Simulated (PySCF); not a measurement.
Isomers of C6H18Si4, from PBE0-D3(BJ)/def2-SVP geometry optimisation, gas phase (PySCF). One conformer each, no zero-point energy, no frequencies.

Question: Which isomer lies lower at this level?
A. `[CH3:1][CH:2]([CH3:3])[Si@H:4]1[SiH2:5][Si@@H:6]([CH:7]2[CH2:8][CH2:9]2)[SiH2:10]1` with C1–C2–Si4–Si5 -57°, Si5–Si6–C7–C8 145°: A = 1023, B = 471.1, C = 439.0 MHz, dipole 1.48 D
B. `[CH2:1]=[CH:2][CH2:3][SiH2:4][Si:5]([SiH3:6])([SiH3:7])[CH:8]1[CH2:9][CH2:10]1` with C1–C2–C3–Si4 -106°, C2–C3–Si4–Si5 58°, C3–Si4–Si5–Si6 54°, Si4–Si5–C8–C9 162°: A = 878.0, B = 464.3, C = 462.7 MHz, dipole 0.83 D

Answer: A. That is `CC(C)[Si@H]1[SiH2][Si@@H](C2CC2)[SiH2]1`, 21.2 kcal/mol below the other.

| SMILES | mapped SMILES | E (Eh) | relative (kcal/mol) | relative (kJ/mol) | dipole (D) |
| --- | --- | --- | --- | --- | --- |
| CC(C)[Si@H]1[SiH2][Si@@H](C2CC2)[SiH2]1 | [CH3:1][CH:2]([CH3:3])[Si@H:4]1[SiH2:5][Si@@H:6]([CH:7]2[CH2:8][CH2:9]2)[SiH2:10]1 | -1396.14867 | 0.0 | 0.0 | 1.48 |
| C=CC[SiH2][Si]([SiH3])([SiH3])C1CC1 | [CH2:1]=[CH:2][CH2:3][SiH2:4][Si:5]([SiH3:6])([SiH3:7])[CH:8]1[CH2:9][CH2:10]1 | -1396.11483 | 21.2 | 88.8 | 0.83 |

As drawn, the lower has a four-membered ring, which the higher lacks; the higher has a C=C bond outside aromatic rings, which the lower lacks.
